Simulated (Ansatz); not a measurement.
Consider the hydrogenolysis of the Si–F bond: `F[Si]1([GeH3])CS1` + H₂ → `[GeH3][SiH]1CS1` + H–F.

Computed with Ansatz on PBE0-D4/def2-TZVP structures; ΔE is electronic, products minus reactants. CCSD(T)/CBS adds triple-zeta CCSD(T) − MP2 to the extrapolated MP2 energy (def2 sets, frozen cores). This one scheme is used for every species. Functionals use def2-TZVPP. For Ge outer-core shells are correlated without core-valence functions, which leaves a few kJ/mol of doubt a bond. Scalar relativity is left out up to krypton.

`F[Si]1([GeH3])CS1`:

Z-matrix (Å, degrees):
```
Si
Ge 1 2.363
C 1 1.831 2 124.2
F 1 1.597 2 110.5 3 -147.1
S 1 2.073 2 120.2 3 68.6
H 2 1.534 1 107.6 3 -21.8
H 2 1.534 1 109.7 3 -141.1
H 2 1.536 1 110.6 3 98.1
H 3 1.087 1 118.9 2 -149.2
H 3 1.086 1 121.8 2 2.3
```

H₂:

```xyz
2

H     0.165    0.333    0.028
H    -0.165   -0.333   -0.028
```

`[GeH3][SiH]1CS1`:

Z-matrix (Å, degrees):
```
Ge
Si 1 2.367
H 1 1.536 2 110.4
H 1 1.535 2 108.4 3 119.8
H 1 1.539 2 110.8 3 -120.3
C 2 1.848 1 119.2 3 -141.6
S 2 2.096 1 117.5 3 -77.5
H 2 1.484 1 116.6 3 69.0
H 6 1.086 2 119.3 1 -149.2
H 6 1.086 2 119.9 1 -0.7
```

H–F:

Z-matrix (Å, degrees):
```
F
H 1 0.920
```

```
             level  ΔE (kJ/mol)  difference from CCSD(T)/CBS
            PBE-D4        107.7                         -0.6
           ωB97X-V        113.4                          5.1
            B2PLYP        114.0                          5.7
     HF/def2-TZVPP        109.4                          1.1
    MP2/def2-TZVPP        110.9                          2.6
CCSD(T)/def2-TZVPP        107.4                         -0.9
     HF/def2-QZVPP        111.0                          2.7
    MP2/def2-QZVPP        111.9                          3.6
      HF/CBS(def2)        111.3                          3.0
     MP2/CBS(def2)        111.8                          3.5
       CCSD(T)/CBS        108.3                            0
```

Largest T1 diagnostic among the species: 0.013.

From PBE to PBE0 (25 % exact exchange), in def2-TZVPP and without D4, ΔE moves by −3.4 kJ/mol.
